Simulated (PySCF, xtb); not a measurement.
ClF3H2Si2, SMILES [Si](F)(F)([SiH2]Cl)F.

GFN2-xTB run with xtb 6.7.1 at its own geometry gives an orbital gap of 5.06 eV and a dipole moment of 2.94 D.

Geometry: B3LYP-D3(BJ)/def2-SVP. The structure was generated by enumeration, and PubChem lists no compound with its InChIKey, so it may never have been made. The values are those of a single conformer.

Task: What does r2SCAN/def2-TZVP (PySCF) give? (The exact figures need the calculation; the answer reports its results.)

Result: gap 6.20 eV (levels -8.08 and -1.88 eV), dipole 1.94 D.
